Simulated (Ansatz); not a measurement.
Geometry optimisation, UKS PBE-D4/6-31G* (Ansatz 0.2.0).

Input file:

```yaml
crystal:
  periodic: [false, false, false]
  atoms:
    - { symbol: C, position_ang: [0.1938, -1.8949, 1.6773] }
    - { symbol: O, position_ang: [1.0465, -1.5211, 0.6208] }
    - { symbol: C, position_ang: [0.5807, -0.4588, -0.0715] }
    - { symbol: C, position_ang: [0.306, 0.5033, -0.6825] }
    - { symbol: Si, position_ang: [-0.3438, 1.9627, -1.6708] }
    - { symbol: H, position_ang: [0.0535, -1.0093, 2.3797] }
    - { symbol: H, position_ang: [0.5674, -2.7189, 2.2003] }
    - { symbol: H, position_ang: [1.58996, -2.34483, 0.5419] }
    - { symbol: H, position_ang: [-1.631, 2.4903, -1.0715] }
    - { symbol: H, position_ang: [0.6509, 3.0718, -1.5566] }
    - { symbol: H, position_ang: [-0.5584, 1.6133, -3.0593] }
magnetization:
  spin_polarized: true
basis:
  gaussian: { orbitals: "6-31G*" }
hamiltonian:
  xc: pbe
  dispersion: d4
relax:
  f_tol: 0.02
  max_steps: 50
output:
  orbitals: {}
```

Command:

```bash
$ ansatz run input.yaml --threads 2 --pin off --max-ram 3072MiB --backend cpu --events-out ev --progress --plain --runs-dir out
```

Question: Where does it end, and by what steps?

Answer: The forces met the threshold. After 24 steps the energy has fallen by 6.726 eV; H8 moved furthest, 1.60 Å. Parted: O2–H8 (0.99 → 2.10 Å). Joined: C1–H8 (1.85 → 1.10 Å).

| step | energy less start (eV) | largest force component (eV/Å) | accepted |
| --- | --- | --- | --- |
| 0 | 0.0000 | 6.325 | yes |
| 1 | -0.9212 | 3.021 | yes |
| 2 | -1.5760 | 1.868 | yes |
| 3 | -1.8059 | 1.078 | yes |
| 4 | -1.8503 | 1.392 | yes |
| 5 | -1.9500 | 0.740 | yes |
| 6 | -2.0080 | 0.724 | yes |
| 7 | -2.0395 | 0.596 | yes |
| 8 | -2.0688 | 0.288 | yes |
| 9 | -2.1159 | 0.829 | yes |
| 10 | -2.1830 | 1.049 | yes |
| 11 | -2.4431 | 1.206 | yes |
| 12 | -2.8520 | 1.645 | yes |
| 13 | -3.3981 | 2.183 | yes |
| 14 | -4.2102 | 2.156 | yes |
| 15 | -5.0559 | 2.023 | yes |
| 16 | -5.8374 | 3.053 | yes |
| 17 | -6.5192 | 2.553 | yes |
| 18 | -6.4566 | 2.735 | no |
| 19 | -6.7074 | 0.477 | yes |
| 20 | -6.7217 | 0.070 | yes |
| 21 | -6.7252 | 0.046 | yes |
| 22 | -6.7256 | 0.072 | yes |
| 23 | -6.7254 | 0.114 | no |
| 24 | -6.7263 | 0.008 | yes |

```xyz
11
Properties=species:S:1:pos:R:3
C 0.518 -2.016 1.504
O 1.448 -1.056 0.930
C 0.896 -0.166 0.153
C 0.412 0.691 -0.586
Si -0.280 1.965 -1.672
H -0.231 -1.492 2.121
H 1.130 -2.683 2.124
H 0.019 -2.583 0.701
H -1.607 2.438 -1.152
H 0.642 3.146 -1.749
H -0.492 1.448 -3.066
```

Time of the run: 41 s on 2 threads of Intel(R) Xeon(R) 6975P-C (Granite Rapids) (shared host), peak memory 0.24 GiB.
